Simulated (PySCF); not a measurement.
Species: 1,3-butanesultone, C4H8O3S.
Structure used (GFN2-xTB), in Å, numbered top down from 1:
```
atom  x, y, z in Å
C1    -1.3341    1.0641   -0.5419
C2    -0.9044    0.1066    0.5647
C3    -0.3471   -1.2231    0.0181
C4     1.0657   -0.9272   -0.4358
S5     1.5357    0.5182    0.5802
O6     2.5404    0.2068    1.5407
O7     1.7611    1.6416   -0.2747
O8     0.1251    0.6720    1.3543
H9    -1.7553    1.9635   -0.1005
H10   -2.0839    0.5974   -1.1753
H11   -0.4728    1.3550   -1.1367
H12   -1.7392   -0.0799    1.2492
H13   -0.3315   -1.9531    0.8285
H14   -0.9771   -1.6048   -0.7843
H15    1.7752   -1.7188   -0.2272
H16    1.1346   -0.6094   -1.4705
```

A PySCF run (density fitting, gas phase, GFN2-xTB geometry) gave HOMO -6.67 eV, LUMO 0.40 eV, dipole 5.51 D.

Question: Which of these levels was it?
A. PBE0/def2-SVPD
B. PBE0/pcSseg-1
C. LDA/6-31G*

Answer: C. It is LDA/6-31G*. All candidates on this geometry:

```
level and settings           kind  basis functions  SCF cycles     E (Eh)  HOMO (eV)  LUMO (eV)  dipole (D)
        LDA/6-31G*            LDA              132          16  -776.6053      -6.67       0.40        5.51
    PBE0/def2-SVPD  global hybrid              240          14  -780.1045      -8.54       0.18        5.86
     PBE0/pcSseg-1  global hybrid              183          14  -780.4177      -8.42       0.73        5.79
```

The nearest other candidate, by the summed differences of HOMO and LUMO, is PBE0/pcSseg-1: its HOMO differs by -1.75 eV and its LUMO by +0.33 eV. Cycle counts include a coarse-grid stage where the run had one. All basis functions are spherical, in the Pople sets too.
